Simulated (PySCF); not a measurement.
## Calculated data, FH5NSi2, AlBFH4N, CH6BOSi, CH6OSi and others

All values are calculated (PySCF 2.14.0). Calculation on a computer-drawn molecule: the log of a Hartree-Fock and frozen-core CCSD(T) single point meant for a local Hartree-Fock minimum, with one planted fault or none, to be diagnosed. Offsets are logged minus clean, where the clean run is the same molecule without the fault. The reference is restricted for singlets and unrestricted otherwise, and also for a bond in bohr or an excited solution. Adding or removing an electron swaps singlet and doublet. The excited solution moves the top pair (singlet) or top alpha electron (doublet) to the lowest empty orbital. Highest occupied and lowest empty are orbital energies over both spins, largest force is the largest gradient component, triples share is (T) over the correlation energy, the T1 limit is 0.02 restricted and 0.045 unrestricted, electrons count all cores, a negative frequency is imaginary (commonest isotopes), and the dipole is about the centre of nuclear charge.

Common to all runs: meant multiplicity 1; meant basis cc-pV(D+d)Z; logged SCF converged yes; logged CC converged yes; logged SCF stable within its kind yes; possible faults no fault, one electron removed, one electron added, multiplicity raised by two, geometry at a saddle point, SCF held on an excited solution, minimal basis STO-3G, one bond length entered in bohr, all coordinates scaled.

(1) 
```xyz
9
formula=FH5NSi2 meant_charge=1 logged_electrons=49 logged_basis_functions=99 logged_spin_squared=0.7727 logged_highest_occupied=-5.2299 logged_lowest_empty=2.8649 logged_largest_force=0.065894 logged_T1_diagnostic=0.013828 logged_D1_diagnostic=0.049137 logged_triples_share=0.022131 logged_dipole_magnitude=3.1698 logged_energy_HF=-734.67222 logged_energy_CCSD(T)=-735.26986 planted_fault=one_electron_added HF_energy_offset_from_clean_run=-102.8 CCSD(T)_energy_offset_from_clean_run=-107.5
F     -4.2945     0.8612     0.7270
Si    -2.8549     0.5390     0.2245
N     -2.1220     1.5634    -0.7873
Si    -0.4522     1.4657    -1.5460
H     -2.2751    -0.6910     0.7222
H     -2.6522     2.3860    -1.0502
H      0.2763     2.6496    -1.0830
H     -0.6639     1.4326    -2.9955
H      0.0779     0.2056    -1.0047
```

Units: logged_highest_occupied, logged_lowest_empty in eV; logged_largest_force in hartree/bohr; logged_dipole_magnitude in debye; logged_energy_HF, logged_energy_CCSD(T) in hartree; HF_energy_offset_from_clean_run, CCSD(T)_energy_offset_from_clean_run in kcal/mol.

Drawn bonds:
```
atom  other atom  order
   1           2      1
   2           3      1
   3           4      1
   2           5      1
   3           6      1
   4           7      1
   4           8      1
   4           9      1
```

(2) 
```xyz
8
formula=AlBFH4N meant_charge=0 logged_electrons=38 logged_basis_functions=28 logged_spin_squared=0 logged_highest_occupied=-7.1071 logged_lowest_empty=7.8769 logged_largest_force=0.033895 logged_T1_diagnostic=0.020385 logged_D1_diagnostic=0.078613 logged_triples_share=0.034233 logged_dipole_magnitude=1.5067 logged_energy_HF=-417.54393 logged_energy_CCSD(T)=-417.71988 planted_fault=minimal_basis_STO-3G HF_energy_offset_from_clean_run=3379 CCSD(T)_energy_offset_from_clean_run=3616
N     -1.2967    -1.5968    -1.2824
B     -0.2215    -0.7689    -1.5822
Al     0.6268     0.4573    -0.0282
F     -0.0895     0.3219     1.4732
H     -1.7098    -1.6610    -0.3744
H     -1.7354    -2.1900    -1.9584
H      0.1790    -0.7890    -2.7202
H      1.8326     1.4776    -0.0787
```

Units: logged_highest_occupied, logged_lowest_empty in eV; logged_largest_force in hartree/bohr; logged_dipole_magnitude in debye; logged_energy_HF, logged_energy_CCSD(T) in hartree; HF_energy_offset_from_clean_run, CCSD(T)_energy_offset_from_clean_run in kcal/mol.

Drawn bonds:
```
atom  other atom  order
   1           2      1
   2           3      1
   3           4      1
   1           5      1
   1           6      1
   2           7      1
   3           8      1
```

Notes: T1 above single-reference limit.

(3) 
```xyz
10
formula=CH6BOSi meant_charge=1 logged_electrons=37 logged_basis_functions=95 logged_spin_squared=0.7622 logged_highest_occupied=-24.098 logged_lowest_empty=-14.402 logged_largest_force=0.14945 logged_T1_diagnostic=0.037922 logged_D1_diagnostic=0.23053 logged_triples_share=0.028833 logged_dipole_magnitude=2.56 logged_energy_HF=-428.98871 logged_energy_CCSD(T)=-429.5137 planted_fault=one_electron_removed HF_energy_offset_from_clean_run=366.4 CCSD(T)_energy_offset_from_clean_run=378.4
B     -1.5313    -2.1596     0.7302
C     -1.3913    -0.6478     0.3024
O     -0.0205    -0.1185     0.3716
Si     1.2422     0.1061     1.2273
H     -0.5915    -2.7705     1.1505
H     -2.6097    -2.6545     0.6314
H     -2.0134     0.0010     0.9208
H     -1.6911    -0.4951    -0.7329
H      2.3975     0.6734     0.5500
H      1.2635    -0.2224     2.6483
```

Units: logged_highest_occupied, logged_lowest_empty in eV; logged_largest_force in hartree/bohr; logged_dipole_magnitude in debye; logged_energy_HF, logged_energy_CCSD(T) in hartree; HF_energy_offset_from_clean_run, CCSD(T)_energy_offset_from_clean_run in kcal/mol.

Drawn bonds:
```
atom  other atom  order
   1           2      1
   2           3      1
   3           4      1
   1           5      1
   1           6      1
   2           7      1
   2           8      1
   4           9      1
   4          10      1
```

(4) 
```xyz
9
formula=CH6OSi meant_charge=0 logged_electrons=34 logged_basis_functions=81 logged_spin_squared=0 logged_highest_occupied=-11.035 logged_lowest_empty=4.0054 logged_largest_force=0.032169 logged_T1_diagnostic=0.010842 logged_D1_diagnostic=0.027933 logged_triples_share=0.024336 logged_dipole_magnitude=1.4999 logged_energy_HF=-405.13426 logged_energy_CCSD(T)=-405.63255 planted_fault=all_coordinates_scaled,by_+3.5_% HF_energy_offset_from_clean_run=5.672 CCSD(T)_energy_offset_from_clean_run=2.056
O      0.3719    -0.7483     3.0604
C      0.5080    -1.4821     1.8005
Si    -0.3023    -0.5067     0.2998
H     -0.5698    -0.7358     3.3261
H      0.0839    -2.5321     1.8846
H      1.6166    -1.6050     1.6195
H     -1.7815    -0.2409     0.6226
H      0.4038     0.8366     0.0903
H     -0.2138    -1.3363    -0.9895
```

Units: logged_highest_occupied, logged_lowest_empty in eV; logged_largest_force in hartree/bohr; logged_dipole_magnitude in debye; logged_energy_HF, logged_energy_CCSD(T) in hartree; HF_energy_offset_from_clean_run, CCSD(T)_energy_offset_from_clean_run in kcal/mol.

Drawn bonds:
```
atom  other atom  order
   1           2      1
   2           3      1
   1           4      1
   2           5      1
   2           6      1
   3           7      1
   3           8      1
   3           9      1
```

(5) 
```xyz
7
formula=CH3AlBF meant_charge=0 logged_electrons=36 logged_basis_functions=80 logged_spin_squared=2.0171 logged_highest_occupied=-7.1498 logged_lowest_empty=0.045537 logged_largest_force=0.075429 logged_T1_diagnostic=0.014253 logged_D1_diagnostic=0.040015 logged_triples_share=0.020453 logged_dipole_magnitude=3.1894 logged_energy_HF=-405.61597 logged_energy_CCSD(T)=-406.0828 planted_fault=multiplicity_raised_by_two HF_energy_offset_from_clean_run=37.18 CCSD(T)_energy_offset_from_clean_run=58.94
C     -0.9625     3.2724    -0.5383
B     -0.0211     2.3744    -1.0322
Al     1.3757     1.0002    -1.7726
F      2.8504     1.6068    -2.2189
H     -1.9537     2.9579    -0.2235
H     -0.7558     4.3345    -0.4414
H      1.1401    -0.5408    -1.9369
```

Units: logged_highest_occupied, logged_lowest_empty in eV; logged_largest_force in hartree/bohr; logged_dipole_magnitude in debye; logged_energy_HF, logged_energy_CCSD(T) in hartree; HF_energy_offset_from_clean_run, CCSD(T)_energy_offset_from_clean_run in kcal/mol.

Drawn bonds:
```
atom  other atom  order
   1           2      2
   2           3      1
   3           4      1
   1           5      1
   1           6      1
   3           7      1
```
